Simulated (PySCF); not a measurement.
**Unknowns**

[PySCF 2.14: GFN2-xTB structure; NMR shieldings at PBE0/pcSseg-1/GIAO; one averaged value for each set of equivalent atoms; one computed conformer; non-relativistic Hamiltonian; no solvent]

δ = σ(ref) − σ, references computed at the same level: ¹H and ¹³C against TMS. Splittings of carbon signals by F and P are missing where no couplings were computed. Where no couplings were computed, multiplicities follow the n + 1 count of equivalent neighbours, and m marks all less simple cases (inequivalent or close neighbours, rings, F or P nearby). Shifts are as computed. Against solution values, carbons near 30 ppm lie about +3 ppm off and those near 130 ppm about +5 ppm. Of 1211 compounds with measured shifts, 218 miss one by over three times the rms of a fit or turn the order of signals round; such compounds aren't used in these exercises.

**Question.** C₆H₇O₂P. ¹H NMR (600 MHz, computed): δ 7.87 (m, 1H), 2.57 (m, 3H), 2.45 (s, 3H). ¹³C{¹H} NMR (computed): δ 203.5, 191.0, 154.4, 153.6, 27.3, 15.4. Give a structure.

**Answer.** `CC1=COC(C(C)=O)=P1`. 6 carbon signals for 6 carbons: no two carbons are equivalent. Carbon types of the structure: 3 × C, 1 × CH, 2 × CH3, which accounts for all hydrogens. δC 203.5: substituted aromatic carbon next to the ring oxygen. δC 191.0: ketone carbonyl carbon; the double bond to the heteroatom, with no lone-pair donor beside it, deshields it most. δC 154.4: substituted aromatic carbon. δC 153.6: aromatic CH next to the ring oxygen.

The shifts were computed for this structure.

**Question.** C₄H₁₁OPSi. ¹H NMR (600 MHz, computed): δ 7.42 (m, 1H), 3.89 (d, 3H), 2.64 (m, 1H), 2.50 (m, 1H), 2.43 (m, 1H), 1.44 (m, 3H), 1.24 (m, 1H). ¹³C{¹H} NMR (computed): δ 49.2 (CH), 40.5 (CH2), 12.5 (CH3), 8.6 (CH). What is it?

**Answer.** `InChI=1S/C4H11OPSi/c1-3-4(7)2-6(3)5/h3-4,6H,2H2,1,7H3/t3-,4-/m1/s1`. 4 carbon signals for 4 carbons: no two carbons are equivalent. Carbon types of the structure: 2 × CH, 1 × CH2, 1 × CH3, leaving 4 H on heteroatoms. δC 49.2: sp3 CH bonded to P. δC 12.5: methyl carbon; a saturated carbon with 1 carbon neighbour and no heteroatom attached. δC 8.6: sp3 CH bonded to Si; an electropositive neighbour leaves it electron-rich and shielded. δH 3.89: hydrogen on a silicon bonded to C.

The shifts were computed for this structure.
